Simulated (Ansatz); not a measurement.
Gas-phase electronic energies from Ansatz, PBE0-D4/def2-TZVP geometries. CCSD(T)/CBS adds triple-zeta CCSD(T) − MP2 to the extrapolated MP2 energy (def2 sets, frozen cores). DFT in def2-TZVPP. B3LYP here is the variant with VWN-RPA as its local correlation; programs differ in this. def2 core potentials past Kr. For Sn outer-core shells are correlated without core-valence functions, which leaves a few kJ/mol of doubt a bond. One conformer a species, not always the lowest.

Reaction (redistribution): `[SiH3]C[O][SnH3]` + `N[SiH2][SiH2]Cl` → `N[SiH2][SnH3]` + `[SiH3]CO[SiH2]Cl`

```tsv
level	ΔE (kJ/mol)
PBE0-D4	-111.1
B3LYP-D4	-112.4
ωB97M-V	-119.2
r2SCAN	-112.3
HF/def2-TZVPP	-124.0
HF/CBS(def2)	-123.5
MP2/CBS(def2)	-118.3
CCSD/CBS(def2)	-115.5
```

**Question.** What does CCSD(T)/CBS give? (Best estimate.)

**Answer.** The calculation gave: -112.8 kJ/mol. The listed levels differ from it by 1.7, 0.4, -6.4, 0.5, -11.2, -10.7, -5.5, -2.7 kJ/mol.

Largest T1 diagnostic among the species: 0.014.

In def2-TZVPP, CCSD(T) changes the Hartree–Fock value by +8.8 kJ/mol (the triples alone add +2.7 kJ/mol) and MP2 by +3.3 kJ/mol. From PBE to PBE0 (25 % exact exchange), in def2-TZVPP and without D4, ΔE moves by −8.2 kJ/mol.
